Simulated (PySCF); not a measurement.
Radial density of Ne (neon, neutral)

MN15, [Ne], closed-shell 1S. Calculation: PySCF 2.14, in def2-SVP (3s2p1d, 14 functions); the non-relativistic Hamiltonian (point nucleus).

```csv
r (bohr),4πr²ρ (e/bohr)
0.00267,0.04945
0.00449,0.1380
0.00755,0.3761
0.0127,0.9715
0.0214,2.294
0.0359,4.886
0.0604,8.503
0.102,10.88
0.171,8.621
0.288,5.248
0.484,6.996
0.814,7.319
1.37,2.967
2.30,0.4174
3.87,0.0006898
```
